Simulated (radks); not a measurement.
Effect of the nuclear size on neutral mercury, [Hg]. Calculated with a radial shooting solver on a logarithmic mesh with Libxc functionals: Dirac Kohn-Sham, BLYP, spin-unpolarised, spherical densities, finite nucleus; Fermi nuclear charge, rms radius 5.4648 fm. The rms radius is varied about that value; shifts are against it.

| rms radius (fm) | total energy shift (eV) | density at nucleus (e/bohr^3) | 1s1/2 shift (meV) | 2s1/2 shift (meV) | 4p1/2 shift (meV) | 5s1/2 shift (meV) | 5p1/2 shift (meV) | 6s1/2 shift (meV) | 6p1/2 (empty) shift (meV) |
|---|---|---|---|---|---|---|---|---|---|
| 4.738 | -26.8 | 2.466e+06 | -10700 | -1600 | -1.50 | -18.0 | 0.481 | -1.18 | 0.321 |
| 5.0877 | -14.2 | 2.394e+06 | -5680 | -847 | -0.798 | -9.53 | 0.254 | -0.624 | 0.170 |
| 5.4648 | 0 | 2.325e+06 | 0.000 | 0.000 | 0.000 | 0.000 | 0.000 | 0.000 | 0.000 |
| 5.9293 | 18.3 | 2.248e+06 | 7320 | 1090 | 1.04 | 12.3 | -0.326 | 0.804 | -0.219 |
| 6.2954 | 33.3 | 2.193e+06 | 13300 | 1990 | 1.90 | 22.4 | -0.593 | 1.46 | -0.399 |

Slopes of the eigenvalues against <r^2> in GHz/fm^2, as finite differences over the two radii next to the reference (eigenvalue slopes, not the field-shift constants of lines): 1s1/2 339000, 2s1/2 50500, 4p1/2 47.9, 5s1/2 569, 5p1/2 -15.1, 6s1/2 37.2, 6p1/2 (empty) -10.1.
